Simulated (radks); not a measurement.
Results of a calculation; reference values are marked as such.
Question: Species: Pm42+. Configuration: [Ar] 3d1. Code: a radial shooting solver on a logarithmic mesh with Libxc functionals. Model: scalar-relativistic Kohn-Sham, PBE, spin-unpolarised, spherical densities, point nucleus. Some entries of the table are withheld. Estimate them.

orbital  occ.  eigenvalue (eV)  <1/r> (bohr^-1)
1s          2        -47497.66            67.43
2s          2        -9730.506              (1)
2p          6              (2)            14.78
3s          2        -3654.236            6.220
3p          6        -3417.010            5.916
3d          1        -3147.312            5.649

Answer: 
(1) 2s <1/r> (bohr^-1): 15.73
(2) 2p eigenvalue (eV): -8963.859
